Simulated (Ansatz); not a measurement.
The first iterations of a band of BrClH2Si + H2O (8 atoms, charge 0, multiplicity 1).

These are results of RKS PBE0/def2-SVP (Ansatz), not measurements.

| Quantity | Value |
| --- | --- |
| movable images | 5 |
| climbing image | yes |
| spring | 0.5 eV/Å² |
| optimiser | quadratic models (default) |
| start path | through a guess of the saddle point |
| force threshold | 0.03 eV/Å |
| iteration limit | 60 |
| end points | relaxed |

First end point:

```xyz
8
Properties=species:S:1:pos:R:3
Si 0.041 -0.370 -1.140
Br 2.111 -0.172 -0.342
H 0.196 -0.656 -2.589
H -0.698 -1.434 -0.430
Cl -0.951 1.442 -1.014
H 0.502 0.191 2.013
O -0.442 0.059 1.868
H -0.758 0.940 1.635
```

Last end point:

```xyz
8
Properties=species:S:1:pos:R:3
Si -0.590 -0.075 -0.986
Br 1.956 -1.023 2.635
H -0.230 0.555 -2.283
H -0.294 -1.524 -0.932
Cl -2.607 0.235 -0.697
H 1.222 -0.318 1.615
O 0.290 0.598 0.261
H 0.253 1.552 0.388
```

| iteration | highest image above the first end (eV) | largest band force component (eV/Å) |
| --- | --- | --- |
| 1 | 2.291 | 6.324 |
| 2 | 0.977 | 3.191 |
| 3 | 0.639 | 1.038 |
| 4 | 0.575 | 0.685 |
| 5 | 0.547 | 0.593 |

Task: Does the band converge within its limit, and where does its top end?

Result: The run converged. It ended after 15 iterations with the highest image 0.543 eV above the first end. The order of the stationary point at the top wasn't checked. The orbitals stay closed-shell, which can raise the energy where a bond breaks towards radicals; this wasn't checked here.

Run time: 3.8 min on 2 threads of Arm Neoverse V1, on a shared host, peak memory 0.23 GiB.
